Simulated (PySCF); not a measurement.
Isomers of C6H9ClO, one GFN2-xTB conformer each. Single-point energies are computed at PBE0/pcSseg-1 (PySCF, gas phase, no added dispersion term), electronic only.

```json
{"SMILES": "ClC[C@@H]1CC[C@H]2O[C@@H]12", "GFN2-xTB relative energy (kcal/mol)": "0.0"}
{"SMILES": "CCC1(C(=O)Cl)CC1", "GFN2-xTB relative energy (kcal/mol)": "1.8"}
{"SMILES": "C=C[C@@H](CC)C(=O)Cl", "GFN2-xTB relative energy (kcal/mol)": "11.4"}
{"SMILES": "C[C@@H](O)C1=C[C@@H](Cl)C1", "GFN2-xTB relative energy (kcal/mol)": "26.6"}
{"SMILES": "C=CC[C@@H](C)C(=O)Cl", "GFN2-xTB relative energy (kcal/mol)": "11.6"}
{"SMILES": "CC/C=C(\\C)C(=O)Cl", "GFN2-xTB relative energy (kcal/mol)": "4.5"}
{"SMILES": "CC(C)/C=C\\C(=O)Cl", "GFN2-xTB relative energy (kcal/mol)": "6.6"}
```

Conformers: `[Cl:1][CH2:2][C@@H:3]1[CH2:4][CH2:5][C@H:6]2[O:7][C@@H:8]12` with Cl1–C2–C3–C4 -68°, C2–C3–C4–C5 -89°, C3–C4–C5–C6 -29°, C4–C5–C6–O7 -45°, C5–C6–O7–C8 98°; `[CH3:1][CH2:2][C:3]1([C:4](=[O:5])[Cl:6])[CH2:7][CH2:8]1` with C1–C2–C3–C4 71°, C2–C3–C4–O5 5°; `[CH2:1]=[CH:2][C@@H:3]([CH2:4][CH3:5])[C:6](=[O:7])[Cl:8]` with C1–C2–C3–C4 123°, C2–C3–C4–C5 -175°, C2–C3–C6–O7 114°; `[CH3:1][C@@H:2]([OH:3])[C:4]1=[CH:5][C@@H:6]([Cl:7])[CH2:8]1` with C1–C2–O3–H 167°, C1–C2–C4–C5 -115°; `[CH2:1]=[CH:2][CH2:3][C@@H:4]([CH3:5])[C:6](=[O:7])[Cl:8]` with C1–C2–C3–C4 121°, C2–C3–C4–C5 174°, C3–C4–C6–O7 -87°; `[CH3:1][CH2:2]/[CH:3]=[C:4](\[CH3:5])[C:6](=[O:7])[Cl:8]` with C1–C2–C3–C4 -131°, C3–C4–C6–O7 180°; `[CH3:1][CH:2]([CH3:3])/[CH:4]=[CH:5]\[C:6](=[O:7])[Cl:8]` with C1–C2–C4–C5 134°, C4–C5–C6–O7 9°.

Q: What does PBE0/pcSseg-1 give for the same structures?

A: 
```csv
SMILES,PBE0/pcSseg-1 E (Eh),PBE0/pcSseg-1 (kcal/mol),GFN2-xTB (kcal/mol),point group
CC/C=C(\C)C(=O)Cl,-768.90552,0.0,4.5,C1
CC(C)/C=C\C(=O)Cl,-768.90231,2.0,6.6,C1
CCC1(C(=O)Cl)CC1,-768.90004,3.4,1.8,C1
C=C[C@@H](CC)C(=O)Cl,-768.89437,7.0,11.4,C1
C=CC[C@@H](C)C(=O)Cl,-768.89358,7.5,11.6,C1
ClC[C@@H]1CC[C@H]2O[C@@H]12,-768.88120,15.3,0.0,C1
C[C@@H](O)C1=C[C@@H](Cl)C1,-768.85815,29.7,26.6,C1
```

GFN2-xTB puts ClC[C@@H]1CC[C@H]2O[C@@H]12 lowest instead; measured from each level's own lowest isomer, the values differ by up to 15.3 kcal/mol (ClC[C@@H]1CC[C@H]2O[C@@H]12: 0.0 against 15.3). As drawn, the lowest has a C=O bond, which the highest lacks; the highest has a four-membered ring and an O–H bond, which the lowest lacks. Neighbours under 2.5 kcal/mol apart (CC/C=C(\C)C(=O)Cl and CC(C)/C=C\C(=O)Cl; CC(C)/C=C\C(=O)Cl and CCC1(C(=O)Cl)CC1; C=C[C@@H](CC)C(=O)Cl and C=CC[C@@H](C)C(=O)Cl) can change places with a better method, another conformer or zero-point energy.

Q: Which frontier levels, dipoles and rotational constants go with these structures?

A: 
```
                     SMILES  HOMO (eV, PBE0/pcSseg-1)  LUMO (eV)  dipole (D)       A, B, C (MHz)
          CC/C=C(\C)C(=O)Cl                     -7.93      -1.93        4.39   2516, 1026, 758.9
          CC(C)/C=C\C(=O)Cl                     -8.25      -2.13        3.71  4160, 757.0, 726.7
           CCC1(C(=O)Cl)CC1                     -8.33      -0.92        3.43    2539, 1396, 1050
       C=C[C@@H](CC)C(=O)Cl                     -7.92      -1.16        3.06    1713, 1450, 1092
       C=CC[C@@H](C)C(=O)Cl                     -7.63      -0.96        2.95    1791, 1597, 1045
ClC[C@@H]1CC[C@H]2O[C@@H]12                     -7.81       0.72        1.98  4318, 984.2, 901.5
 C[C@@H](O)C1=C[C@@H](Cl)C1                     -7.51      -0.19        2.45  3994, 823.0, 780.6
```

Q: As an exercise, what shares would exp(−E/RT) give at 298.15 K from these electronic energies alone (no entropy, no degeneracies)?

A: RT = 0.592 kcal/mol: CC/C=C(\C)C(=O)Cl 96.5 %, CC(C)/C=C\C(=O)Cl 3.3 %, CCC1(C(=O)Cl)CC1 0.3 %, C=C[C@@H](CC)C(=O)Cl under 0.1 %, C=CC[C@@H](C)C(=O)Cl under 0.1 %, ClC[C@@H]1CC[C@H]2O[C@@H]12 under 0.1 %, C[C@@H](O)C1=C[C@@H](Cl)C1 under 0.1 %.
